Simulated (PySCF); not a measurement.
C₂H₂F, SMILES C=[C]F, multiplicity 2. Atoms are numbered in the order given.

```xyz
5

C     -0.1191    -1.1975     0.0000
C      0.4279    -0.0072     0.0000
F     -0.1285     1.1799     0.0000
H     -1.1996    -1.3118     0.0000
H      0.5029    -2.0794     0.0000
```
Charge 0, spin multiplicity 2.

Geometry optimised at B3LYP-D3(BJ)/def2-TZVP. The isomer is the one that the SMILES or the coordinates give; other isomers of the formula were not compared.

These are PySCF with PBE/pcH-1 values and carry that method's errors.

Unrestricted Kohn–Sham, ⟨S²⟩ = 0.757. Hyperfine tensors hold the contact and dipolar terms, without spin-orbit corrections.

Task: Estimate the hyperfine couplings. (Estimate from the structure and the level; the computed values follow.)

Result: 
```csv
nucleus,A(iso) (MHz),A(iso) (G),dipolar principal values (MHz)
13C no. 1,88.3,31.5,"-23.0, -2.3, 25.3"
13C no. 2,520.9,185.9,"-74.9, -53.2, 128.1"
19F no. 3,334.3,119.3,"-289.3, -237.4, 526.7"
1H no. 4,123.7,44.1,"-6.6, -1.4, 8.0"
1H no. 5,35.4,12.6,"-8.1, -6.3, 14.5"
```

Task: And the g tensor (effective nuclear charges for spin-orbit coupling, GIAO)? (An estimate is asked for; the answer gives what the named calculation found.)

Result: principal values 2.0015, 2.0020, 2.0046; isotropic 2.0027.
